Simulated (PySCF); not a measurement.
InO, SMILES [In]=[O], multiplicity 2.

Geometry: PBE0-D3(BJ)/def2-TZVP. The def2 effective core potentials stand for the cores of In; spin–orbit coupling is left out.

The numbers are results of PBE0-D3(BJ)/def2-TZVP (PySCF 2.14.0), not measurements.

Frequencies are harmonic and unscaled.

Q: Estimate the vibrational spectrum. (An estimate is asked for; the answer gives what the named calculation found.)

A: 
```
mode  ν (cm⁻¹)  IR (km/mol)  moving atoms (share of kinetic energy)
----  --------  -----------  --------------------------------------
1          588         20.8                         O 88 %, In 12 %
```
